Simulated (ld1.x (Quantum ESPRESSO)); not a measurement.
Configuration tests for Pm (Z = 61) (TM)

Pm, norm-conserving Troullier–Martins (Kleinman–Bylander form), made with ld1.x (Quantum ESPRESSO) 7.5 (PBEsol, scalar-relativistic). Core [Kr] 4d10, reference 4f5 5s2 5p6 5d0 6s2 6p0. Waves: 5p (bound): rc 1.75 bohr; 5d (bound, empty): rc 3.30 bohr; 4f (bound): rc 1.00 bohr; 5s (bound): rc 1.95 bohr. Local part: the s channel. Core correction: none.

Occupied shells without a wave of their own: 6s. They enter only through the test configuration that unscreens the potential.

Energies are relative to the spin-unpolarised reference configuration 4f5 5s2 5p6 5d0 6s2 6p0; without spin polarisation the order of configurations can differ from experiment. Not all tests gave a result: 1 of 7 tests not solved or not reliable. Left out of the table: 4f5 5s2 5p6 5d0 6s1 6p1 (an occupied level unbound or not found, printed error -11.4 eV).

**Question.** Give the all-electron excitation energy and the error of the potential for: 4f5 5s2 5p6 5d0 6s1 6p0; 4f5 5s2 5p6 5d0 6s0 6p0; 4f4 5s2 5p6 5d0 6s0 6p0; 4f6 5s2 5p6 5d0 6s0 6p0; 4f5 5s2 5p6 5d0 6s1.5 6p0; 4f5 5s2 5p6 5d1 6s0 6p0.

**Answer.**

```csv
valence configuration,charge,ΔE all-electron (eV),error AE − PS (meV)
4f5 5s2 5p6 5d0 6s1 6p0,+1,5.891,-356
4f5 5s2 5p6 5d0 6s0 6p0,+2,16.732,-970
4f4 5s2 5p6 5d0 6s0 6p0,+3,39.968,-1734
4f6 5s2 5p6 5d0 6s0 6p0,+1,8.090,-516
4f5 5s2 5p6 5d0 6s1.5 6p0,+0.5,2.351,-153
4f5 5s2 5p6 5d1 6s0 6p0,+1,7.089,-638
```

Levels in the configuration 4f4 5s2 5p6 5d0 6s0 6p0:

| level | all-electron (eV) | pseudo (eV) |
| --- | --- | --- |
| 4f | -31.704 | -32.681 |
| 5s | -69.322 | -70.072 |
| 5p | -49.069 | -49.570 |

These tests converged, but a pseudo level misses the all-electron one widely, so the file describes the atom poorly there or has found another state: 4f6 5s2 5p6 5d0 6s0 6p0: empty 6p by 3.0 eV. ld1.x printed “convergence not achieved” for 4 of the counted tests; their residual had stalled under 1e-8, short of the target of 1e-14. The 6s level has no wave, so the channel is fitted at the deeper level alone: the likely source of the large errors.
